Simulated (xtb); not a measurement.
xtb input (GFN-FF):

```bash
xtb mol.xyz --gfnff --opt tight --chrg 0 --uhf 0
```
mol.xyz:
```
16

C      2.65482464     0.60617953    -0.46869820
C      1.45565457    -0.21464940    -0.00400056
C      0.13425509     0.50211657    -0.24165901
C     -1.09223806    -0.27319619     0.20229246
O     -1.01330587    -1.37383477     0.69692754
C     -2.42672820     0.40880534    -0.00796481
H      2.71042546     1.56197940     0.05852821
H      2.59713841     0.82325721    -1.53835334
H      3.59033933     0.07405965    -0.28890987
H      1.43588541    -1.17777545    -0.51803410
H      1.54791934    -0.44862058     1.05858876
H      0.00795939     0.74407910    -1.30409680
H      0.11909622     1.47198759     0.27046283
H     -2.56761132     0.64777003    -1.06495225
H     -2.45658009     1.35495021     0.53820845
H     -3.23273324    -0.23654398     0.33331869
```

Output:

```
           -------------------------------------------------
          |                Calculation Setup                |
           -------------------------------------------------

          ==================== Thresholds ====================
          CN  :   150.00000
          rep :   500.00000
          disp:  2500.00000
          HB1 :   250.00000
          HB2 :   450.00000

          Pauling EN used:
          Z : 1  EN :  2.20
          Z : 6  EN :  2.55
          Z : 8  EN :  3.44
          electric field strengths (au): 0.000

           -------------------------------------------------
          |           Force Field Initialization            |
           -------------------------------------------------

          distances ...
          ----------------------------------------
          generating topology and atomic info file ...
          pair mat ...
          computing topology distances matrix with Floyd-Warshall algo ...
          making topology EEQ charges ...
          #fragments for EEQ constrain: 1
          ----------------------------------------
          generating topology and atomic info file ...
          pair mat ...
          computing topology distances matrix with Floyd-Warshall algo ...
          making topology EEQ charges ...
          #fragments for EEQ constrain: 1
          rings ...
          # BATM   108
          # H in HB   0
          doing iterative Hueckel for 1 subsystem(s) ...

  atom   neighbors  erfCN metchar sp-hybrid imet pi  qest     coordinates
    1  C       4    3.49   0.00         3    0    0  -0.059    5.016891    1.145513   -0.885711
    2  C       4    3.49   0.00         3    0    0  -0.034    2.750788   -0.405629   -0.007560
    3  C       4    3.49   0.00         3    0    0  -0.035    0.253705    0.948863   -0.456669
    4  C       3    2.78   0.00         2    0    1   0.114   -2.064031   -0.516266    0.382277
    5  O       1    0.98   0.00         2    0    1  -0.404   -1.914871   -2.596171    1.317002
    6  C       4    3.49   0.00         3    0    0  -0.057   -4.585852    0.772530   -0.015051
    7  H       1    0.97   0.00         0    0    0   0.044    5.121962    2.951713    0.110602
    8  H       1    0.97   0.00         0    0    0   0.044    4.907880    1.555731   -2.907066
    9  H       1    0.97   0.00         0    0    0   0.044    6.784758    0.139952   -0.545961
   10  H       1    0.97   0.00         0    0    0   0.043    2.713430   -2.225673   -0.978943
   11  H       1    0.97   0.00         0    0    0   0.043    2.925144   -0.847770    2.000443
   12  H       1    0.97   0.00         0    0    0   0.049    0.015041    1.406106   -2.464386
   13  H       1    0.97   0.00         0    0    0   0.049    0.225059    2.781653    0.511101
   14  H       1    0.97   0.00         0    0    0   0.053   -4.852082    1.224108   -2.012468
   15  H       1    0.97   0.00         0    0    0   0.053   -4.642264    2.560485    1.017067
   16  H       1    0.97   0.00         0    0    0   0.053   -6.108980   -0.447003    0.629881

          #atoms :   16
          #bonds :   15
          #angl  :   27
[...]

 Bond Distances (Angstroems)
 ---------------------------
C1-C2=1.5197         C1-H7=1.0911         C1-H8=1.0911         C1-H9=1.0918         C2-C1=1.5197         C2-C3=1.5252
C2-H10=1.0978        C2-H11=1.0978        C3-C2=1.5252         C3-C4=1.5018         C3-H12=1.0951        C3-H13=1.0951
C4-C3=1.5018         C4-O5=1.2028         C4-C6=1.4902         O5-C4=1.2028         C6-C4=1.4902         C6-H14=1.0899
C6-H15=1.0899        C6-H16=1.0894        H7-C1=1.0911         H8-C1=1.0911         H9-C1=1.0918         H10-C2=1.0978
H11-C2=1.0978        H12-C3=1.0951        H13-C3=1.0951        H14-C6=1.0899        H15-C6=1.0899        H16-C6=1.0894
 C  H  Rav=1.0929 sigma=0.0031  Rmin=1.0894  Rmax=1.0978    10
 C  C  Rav=1.5092 sigma=0.0140  Rmin=1.4902  Rmax=1.5252     4
 O  C  Rav=1.2028 sigma=0.0000  Rmin=1.2028  Rmax=1.2028     1

 selected bond angles (degree)
 --------------------
H7-C1-C2=111.17                H8-C1-C2=111.17                H8-C1-H7=107.17                H9-C1-C2=112.03
H9-C1-H7=107.53                H9-C1-H8=107.53                C3-C2-C1=113.14                H10-C2-C1=110.53
H10-C2-C3=108.82               H11-C2-C1=110.53               H11-C2-C3=108.83               H11-C2-H10=104.62
C4-C3-C2=112.23                H12-C3-C2=109.92               H12-C3-C4=109.29               H13-C3-C2=109.93
H13-C3-C4=109.30               H13-C3-H12=105.97              O5-C4-C3=121.26                C6-C4-C3=117.78
C6-C4-O5=120.97                H14-C6-C4=111.09               H15-C6-C4=111.07               H15-C6-H14=108.49
H16-C6-C4=109.91               H16-C6-H14=108.09              H16-C6-H15=108.08

 selected dihedral angles (degree)
 ---------------------------------
C3-C2-C1-H7= 59.66            C3-C2-C1-H8=300.35            C3-C2-C1-H9=180.01            H10-C2-C1-H7=181.98
H10-C2-C1-H8= 62.67           H10-C2-C1-H9=302.33           H11-C2-C1-H7=297.33           H11-C2-C1-H8=178.02
H11-C2-C1-H9= 57.68           C4-C3-C2-C1=179.98            C4-C3-C2-H10= 56.70           C4-C3-C2-H11=303.25
H12-C3-C2-C1= 58.12           H12-C3-C2-H10=294.85          H12-C3-C2-H11=181.39          H13-C3-C2-C1=301.85
H13-C3-C2-H10=178.58          H13-C3-C2-H11= 65.13          O5-C4-C3-C2=359.56            O5-C4-C3-H12=121.78
O5-C4-C3-H13=237.33           C6-C4-C3-C2=179.55            C6-C4-C3-H12=301.76           C6-C4-C3-H13= 57.32
H14-C6-C4-C3= 59.67           H14-C6-C4-O5=239.66           H15-C6-C4-C3=298.82           H15-C6-C4-O5=118.80
H16-C6-C4-C3=179.26           H16-C6-C4-O5=359.24
           -------------------------------------------------
          |                Final Singlepoint                |
           -------------------------------------------------
         :::::::::::::::::::::::::::::::::::::::::::::::::::::
         ::                     SUMMARY                     ::
         :::::::::::::::::::::::::::::::::::::::::::::::::::::
         :: total energy              -2.448686867645 Eh    ::
         :: gradient norm              0.000144062833 Eh/a0 ::
         ::.................................................::
         :: bond energy               -2.514263412219 Eh    ::
         :: angle energy               0.001332418695 Eh    ::
         :: torsion energy             0.002934653569 Eh    ::
         :: repulsion energy           0.146547340711 Eh    ::
         :: electrostat energy        -0.076202435849 Eh    ::
         :: dispersion energy         -0.007456776210 Eh    ::
         :: HB energy                  0.000000000000 Eh    ::
         :: XB energy                  0.000000000000 Eh    ::
         :: bonded atm energy         -0.001578656342 Eh    ::
         :: external energy            0.000000000000 Eh    ::
         :: add. restraining           0.000000000000 Eh    ::
         :: total charge               0.000000000000 e     ::
         :::::::::::::::::::::::::::::::::::::::::::::::::::::
Note: The following floating-point exceptions are signalling: IEEE_UNDERFLOW_FLAG IEEE_DENORMAL
normal termination of xtb

           -------------------------------------------------
          |                Property Printout                |
           -------------------------------------------------

molecular dipole:
                 x           y           z       tot (Debye)
 q only:        0.513       1.202      -0.583       3.637
           -------------------------------------------------
          |                Geometry Summary                 |
           -------------------------------------------------

      molecular mass/u    :       86.1324919
   center of mass at/Å    :       -0.0334305      -0.0378197       0.0195999
  moments of inertia/u·Å² :        0.5820626E+02   0.2778465E+03   0.3236637E+03
rotational constants/cm⁻¹ :        0.2896189E+00   0.6067247E-01   0.5208379E-01

 * 13 selected distances

     #   Z          #   Z                                           value/Å
     1   6 C        2   6 C                                       1.5196519
     2   6 C        3   6 C                                       1.5251679 (max)
     4   6 C        5   8 O                                       1.2028141
     1   6 C        7   1 H                                       1.0911348
     1   6 C        8   1 H                                       1.0911347
     1   6 C        9   1 H                                       1.0918393
     2   6 C       10   1 H                                       1.0977777
     2   6 C       11   1 H                                       1.0977705
     3   6 C       12   1 H                                       1.0951421
     3   6 C       13   1 H                                       1.0951456
     6   6 C       14   1 H                                       1.0898849
     6   6 C       15   1 H                                       1.0898823
     6   6 C       16   1 H                                       1.0893922 (min)

 * 3 distinct bonds (by element types)

   Z      Z             #   av. dist./Å        max./Å        min./Å
   1 H    6 C          10     1.0929104     1.0977777     1.0893922
   6 C    6 C           2     1.5224099     1.5251679     1.5196519
   6 C    8 O           1     1.2028141     1.2028141     1.2028141

optimized geometry written to: xtbopt.xyz

           -------------------------------------------------
          | TOTAL ENERGY               -2.448686867645 Eh   |
          | GRADIENT NORM               0.000144062833 Eh/α |
           -------------------------------------------------
########################################################################
[WARNING] Runtime exception occurred
-1- gfnff_setup: Could not read topology file.
########################################################################

------------------------------------------------------------------------
------------------------------------------------------------------------
 total:
 SCF:
 ANC optimizer:
```
